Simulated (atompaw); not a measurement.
# PBE PAW (atompaw) dataset for platinum, scalar-relativistic all-electron reference.

platinum (Pt), PAW, made with atompaw 4.2.0.5 (PBE, scalar-relativistic). Core [Xe], reference 4f14 5d9 6s1 6p0. Waves: 6s (bound): rc 2.55 bohr; 6s channel at 4.45 Ry: rc 2.55 bohr; 6p (bound, empty): rc 2.55 bohr; 6p channel at 3.25 Ry: rc 2.55 bohr; 5d (bound): rc 2.55 bohr; 5d channel at 3.45 Ry: rc 1.40 bohr; 4f (bound): rc 0.70 bohr; 4f channel at -4.2 Ry: rc 0.70 bohr. Local part: troulliermartins scheme with l = 4 at 0 Ry, radius 1.85 bohr. Core correction: smooth core density matched at 1.60 bohr. Augmentation charge: sinc compensation charge, radius 1.85 bohr; PAW radius 2.55 bohr; waves and projectors: custom polynom2 7 10 vanderbiltortho.

All-electron outer shells of the reference configuration (PBE, scalar-relativistic, ld1.x):

| shell | level (eV) | outermost node (bohr) | outermost maximum (bohr) |
| --- | --- | --- | --- |
| 5s | -101.82 | 0.49 | 0.87 |
| 4f | -70.08 | – | 0.38 |
| 5p | -56.02 | 0.53 | 0.98 |
| 5d | -6.14 | 0.57 | 1.26 |
| 6s | -5.66 | 1.14 | 2.38 |
| 6p | -0.84 | 1.36 | 3.69 |

Question: Is a potential produced?

Answer: No. atompaw 4.2.0.5 stopped with "atompaw: The overlap operator has at least one negative eigenvalue!": the overlap operator built from these waves and projectors is not positive definite.
